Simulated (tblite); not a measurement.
Record of a relaxation.

C₈H₉ (doublet state).
Atom-mapped SMILES: `[C:1]#[C:2][C:3]([CH3:4])([CH:5]=[CH2:6])[CH:7]=[CH2:8]` (hydrogens: H9, H10, H11 on C4; H12 on C5; H13, H14 on C6; H15 on C7; H16, H17 on C8)
Bond orders are those of one Lewis drawing.

Computed with GFN2-xTB (tblite), gas phase: L-BFGS steps from a force-field or distance-geometry start until the largest atomic force falls under 0.01 eV/Å. 5 of its 72 geometries are shown.

Step 0: E = -581.4069 eV, largest atomic force 9.534 eV/Å
```
atom  x, y, z in Å  |  force x, y, z in eV/Å
C1      1.296    1.008   -3.116   -3.753  -2.216   8.479
C2      0.688    0.650   -1.744    3.179   1.714  -6.861
C3      0.131    0.304   -0.399    0.090   0.382  -1.003
C4     -1.103    1.220   -0.168   -0.408  -0.155   0.334
C5      1.168    0.649    0.664    0.516  -0.185   0.433
C6      1.622   -0.123    1.652   -0.148   0.306  -0.353
C7     -0.217   -1.178   -0.428   -0.606  -0.494   0.245
C8     -1.389   -1.765   -0.161    0.477   0.539  -0.130
H9     -1.545    1.030    0.826    0.305  -0.058  -0.406
H10    -0.835    2.275   -0.199    0.184  -0.076  -0.071
H11    -1.881    1.054   -0.921    0.282  -0.075   0.085
H12     1.578    1.656    0.592   -0.212  -0.173  -0.170
H13     2.372    0.257    2.355   -0.453  -0.194  -0.382
H14     1.278   -1.135    1.820    0.050   0.165  -0.079
H15     0.610   -1.831   -0.685    0.092   0.207  -0.034
H16    -1.496   -2.849   -0.209    0.087   0.498   0.021
H17    -2.285   -1.210    0.111    0.317  -0.184  -0.106
```

Step 18: E = -584.0567 eV, largest atomic force 0.053 eV/Å
```
atom  x, y, z in Å  |  force x, y, z in eV/Å
C1      1.142    0.923   -2.781    0.007   0.004  -0.036
C2      0.702    0.613   -1.716   -0.038  -0.006   0.036
C3      0.118    0.301   -0.383    0.017   0.016  -0.025
C4     -1.098    1.204   -0.171   -0.016   0.020  -0.011
C5      1.174    0.660    0.626    0.008   0.010   0.036
C6      1.601   -0.119    1.604    0.025  -0.016  -0.035
C7     -0.188   -1.166   -0.418    0.007  -0.021   0.030
C8     -1.359   -1.729   -0.172   -0.006   0.010  -0.031
H9     -1.532    1.021    0.809    0.000  -0.021   0.014
H10    -0.791    2.246   -0.222   -0.013   0.035  -0.016
H11    -1.846    1.025   -0.938   -0.018  -0.004  -0.021
H12     1.557    1.666    0.517    0.020   0.034   0.013
H13     2.333    0.227    2.314    0.020  -0.007   0.004
H14     1.238   -1.123    1.740   -0.032  -0.023   0.009
H15     0.662   -1.778   -0.690    0.032  -0.033   0.025
H16    -1.486   -2.797   -0.220    0.011  -0.012  -0.008
H17    -2.235   -1.163    0.091   -0.024   0.015   0.017
```

Step 36: E = -584.0601 eV, largest atomic force 0.046 eV/Å
```
atom  x, y, z in Å  |  force x, y, z in eV/Å
C1      1.124    0.909   -2.786    0.008   0.005  -0.022
C2      0.694    0.615   -1.712   -0.018  -0.007   0.042
C3      0.118    0.313   -0.372   -0.001   0.003  -0.021
C4     -1.107    1.208   -0.174    0.001   0.002  -0.001
C5      1.181    0.669    0.633   -0.005  -0.003  -0.001
C6      1.610   -0.130    1.594   -0.004   0.009  -0.002
C7     -0.181   -1.156   -0.397    0.006  -0.002   0.002
C8     -1.357   -1.721   -0.181   -0.002  -0.006   0.003
H9     -1.543    1.024    0.806    0.000   0.001   0.010
H10    -0.816    2.254   -0.234    0.001   0.003  -0.004
H11    -1.848    1.009   -0.944   -0.003   0.012   0.000
H12     1.575    1.671    0.530    0.001   0.006   0.001
H13     2.356    0.193    2.300    0.018   0.009   0.011
H14     1.226   -1.127    1.727    0.001  -0.012  -0.003
H15     0.678   -1.769   -0.637    0.005  -0.015   0.001
H16    -1.476   -2.790   -0.225    0.001  -0.019  -0.002
H17    -2.242   -1.159    0.062   -0.010   0.013  -0.013
```

Step 53: E = -584.0612 eV, largest atomic force 0.018 eV/Å
```
atom  x, y, z in Å  |  force x, y, z in eV/Å
C1      1.109    0.900   -2.783    0.002  -0.001  -0.006
C2      0.684    0.603   -1.708   -0.002  -0.009   0.011
C3      0.113    0.308   -0.365    0.002   0.011  -0.001
C4     -1.105    1.212   -0.166   -0.008   0.003  -0.005
C5      1.179    0.669    0.634    0.003   0.004   0.003
C6      1.627   -0.127    1.589   -0.002   0.004   0.004
C7     -0.184   -1.162   -0.382    0.005   0.009   0.013
C8     -1.367   -1.726   -0.204    0.006   0.004  -0.003
H9     -1.541    1.037    0.816    0.004  -0.006   0.003
H10    -0.804    2.255   -0.233   -0.001   0.004   0.011
H11    -1.852    1.021   -0.932   -0.006  -0.012  -0.009
H12     1.560    1.677    0.534    0.009   0.002  -0.009
H13     2.377    0.204    2.288    0.003   0.005   0.007
H14     1.254   -1.128    1.726    0.009  -0.006  -0.003
H15     0.687   -1.775   -0.579   -0.014  -0.010  -0.006
H16    -1.480   -2.796   -0.235   -0.012   0.004  -0.007
H17    -2.262   -1.160   -0.009    0.001  -0.007  -0.006
```

Step 71: E = -584.0621 eV, largest atomic force 0.007 eV/Å
```
atom  x, y, z in Å  |  force x, y, z in eV/Å
C1      1.099    0.880   -2.779    0.001  -0.001  -0.001
C2      0.680    0.587   -1.700    0.000  -0.005  -0.002
C3      0.113    0.304   -0.352   -0.001  -0.003  -0.001
C4     -1.106    1.207   -0.155   -0.003   0.000   0.002
C5      1.184    0.675    0.637   -0.002  -0.001   0.000
C6      1.650   -0.113    1.590   -0.003   0.002   0.001
C7     -0.190   -1.165   -0.366   -0.001  -0.004   0.003
C8     -1.383   -1.721   -0.233    0.003   0.003  -0.003
H9     -1.544    1.026    0.825   -0.002  -0.003   0.003
H10    -0.807    2.251   -0.215   -0.001   0.002   0.001
H11    -1.849    1.017   -0.926   -0.002   0.006  -0.003
H12     1.556    1.686    0.529    0.002  -0.003   0.001
H13     2.403    0.229    2.281    0.000  -0.003  -0.003
H14     1.292   -1.120    1.732    0.003   0.003   0.002
H15     0.680   -1.787   -0.535    0.000   0.004  -0.001
H16    -1.503   -2.791   -0.270    0.001   0.006   0.002
H17    -2.281   -1.151   -0.072    0.005  -0.004  -0.002
```

Q: Summarise the path.

A: The energy falls by 2.6552 eV from step 0 to step 71; nine tenths of that is first reached at step 5. It rises by more than 0.2 meV at step 2. The largest force goes from 9.534 to 0.007 eV/Å. Among the bonds C1≡C2 changes most, from 1.543 to 1.194 Å; the atoms move by 0.132 Å rms after alignment.

Q: Follow the three bonds and two angles with the largest change from start to end.

A: 
```tsv
step	E above end (eV)	largest force (eV/Å)	C1≡C2 (Å)	C3–C4 (Å)	C3–C7 (Å)	C6–C5–H12 (°)	C8–C7–H15 (°)
0	2.6552	9.534	1.543	1.554	1.522	117.1	116.8
3	0.4483	6.028	1.257	1.555	1.528	117.4	117.2
6	0.0939	1.728	1.187	1.544	1.515	117.1	117.1
9	0.0278	0.513	1.197	1.531	1.501	118.3	118.4
12	0.0131	0.260	1.192	1.531	1.500	119.9	119.7
15	0.0082	0.173	1.195	1.529	1.499	120.3	119.8
19	0.0049	0.091	1.193	1.531	1.499	120.7	120.2
22	0.0041	0.046	1.194	1.532	1.501	120.8	120.2
25	0.0034	0.031	1.194	1.530	1.500	120.7	119.9
28	0.0029	0.056	1.193	1.531	1.500	120.7	119.9
31	0.0025	0.050	1.194	1.531	1.500	120.7	120.1
34	0.0021	0.021	1.194	1.530	1.500	120.7	120.1
37	0.0019	0.045	1.194	1.530	1.499	120.7	120.0
40	0.0018	0.022	1.194	1.531	1.500	120.6	120.0
43	0.0017	0.015	1.194	1.530	1.500	120.6	120.0
46	0.0014	0.050	1.194	1.531	1.500	120.6	120.0
49	0.0011	0.023	1.194	1.530	1.499	120.6	119.9
52	0.0009	0.017	1.194	1.530	1.499	120.6	120.1
56	0.0006	0.036	1.194	1.531	1.499	120.6	120.0
59	0.0005	0.022	1.194	1.530	1.499	120.6	119.9
62	0.0003	0.019	1.194	1.530	1.499	120.6	119.8
65	0.0002	0.016	1.194	1.530	1.499	120.5	119.8
68	0.0001	0.013	1.194	1.530	1.499	120.5	119.9
71	0.0000	0.007	1.194	1.530	1.499	120.5	119.9
```

What follows is the cost of the whole relaxation. The run took 0.46 s of wall time on an Arm Neoverse V1 with one thread, shared host with 32 logical CPUs at a one-minute load of 24.
